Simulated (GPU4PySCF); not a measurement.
Pt(Cl)2(bpy) (C₁₀H₈Cl₂N₂Pt), SMILES [Cl][Pt]1([Cl])<-[n]2ccccc2-c2cccc[n]->12, multiplicity 1.

Coordinates come from a B3LYP-D3(BJ)/def2-TZVP optimisation. The spin state was assumed, not searched. The isomer is the one that the SMILES or the coordinates give; other isomers of the formula were not compared. The def2 effective core potentials stand for the cores of Pt; spin–orbit coupling is left out. One conformer was computed; it need not be the lowest.

Method: GPU4PySCF with PBE/def2-TZVPD.

The molecule is in vacuum.

Q: Estimate the frontier levels, gap, dipole moment and polarisability. (The exact figures need the calculation; the answer reports its results.)

A: 
```
Quantity                                                                                                          Result
---------------------------------------------------------------------------------------------  -------------------------
highest occupied level                                                                                          -5.15 eV
lowest empty level                                                                                              -3.66 eV
orbital gap                                                                                                      1.50 eV
dipole moment                                                                                                  2.498 e·Å
quadrupole, principal values (traceless, Buckingham form, about the centre of nuclear charge)   -18.33, -4.81, 23.14 D·Å
mean static polarisability                                                                        230.0 bohr³ (34.08 Å³)
polarisability, principal values                                                               109.4, 286.1, 294.5 bohr³
```
